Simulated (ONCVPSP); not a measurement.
## La (Z = 57): one change to an ONCV potential, before and after

ONCVPSP 4.0.1 input, shortened (lines: element, Z, core and valence counts, functional; n l f; lmax; l rc ep ncon nbas qcut; lloc lpopt rc5 dvloc0; l nproj debl; icmod fcfact rcfact), PBEsol, scalar-relativistic:

```
  La 57.00    9    4  -116133      upf
    1    0    2.00
    2    0    2.00
    2    1    6.00
    3    0    2.00
    3    1    6.00
    3    2   10.00
    4    0    2.00
    4    1    6.00
    4    2   10.00
    5    0    2.00
    5    1    6.00
    5    2    1.00
    6    0    1.50
    3
    0    2.95    0.00    4    7    5.30
    1    2.25    0.00    3    7    6.10
    2    3.70    0.00    4    9    4.60
    3    3.20    0.25    3    6    3.10
    4    5    1.65    1.00
    0    2    3.10
    1    1    0.30
    2    2    3.30
    3    1    2.80
    2    0.50    1.05
```

In the f channel the program set the typed energies aside and used -0.264 Ha.

Change: s: nbas 8.

Cutoffs: the cutoffs (Ha) at which the residual kinetic energy of the hardest occupied pseudo-wave falls to 1 and 0.1 mHa per electron; they do not see the model core or the augmentation charge, which bear on the density cutoff. Errors are all-electron minus pseudo energies relative to the spin-unpolarised reference configuration.

Task: Predict the effect on cutoff, ghosts and configuration errors.

Result: The potential gets neither clearly harder nor softer (11 Ha and 14 Ha → 11 Ha and 14 Ha); the errors of the 4 common tests hardly move; neither file shows a bound ghost.

| quantity | base | changed |
| --- | --- | --- |
| cutoff, loose | 11 Ha | 11 Ha |
| cutoff, tight | 14 Ha | 14 Ha |
| loose cutoff by channel | s 7.2 Ha, p 11 Ha, d 5.6 Ha | s 6.9 Ha, p 11 Ha, d 5.6 Ha |
| bound ghosts | none | none |
| GHOST(+) flags under 300 eV | s at 46.4 eV | s at 46.2 eV |
| error for 5s2 5p6 5d1 6s2, meV [ΔE -2.42 eV] | +0.3 | +0.3 |
| error for 5s2 5p6 5d1 6s1, meV [ΔE 3.58 eV] | -0.8 | -0.9 |
| error for 5s2 5p6 5d1 6s0, meV [ΔE 14.43 eV] | -6.5 | -6.6 |
| error for 5s2 5p6 5d1 6s1 6p1, meV [ΔE -0.01 eV] | +36 | +36 |
| s: phases at 3.00 bohr within 0.05 rad from the reference energy up to (Ha; the scan ends near 5) | 1.6 | 1.5 |
| p: phases at 2.29 bohr within 0.05 rad from the reference energy up to (Ha; the scan ends near 5) | 0.5 | 0.5 |
| d: phases at 3.76 bohr within 0.05 rad from the reference energy up to (Ha; the scan ends near 5) | to the end of the scan | to the end of the scan |
| f: phases at 3.24 bohr within 0.05 rad from the reference energy up to (Ha; the scan ends near 5) | -0.2 | -0.2 |
| rms error of d²Exc/dni dnj with the model core, mHa | 1.21 | 1.25 |

Base: The cutoffs count occupied waves only; projector 1 of the f channel, the hardest unoccupied one, needs 30 Ha at the loose tolerance. Changed file: The cutoffs count occupied waves only; projector 1 of the f channel, the hardest unoccupied one, needs 30 Ha at the loose tolerance.
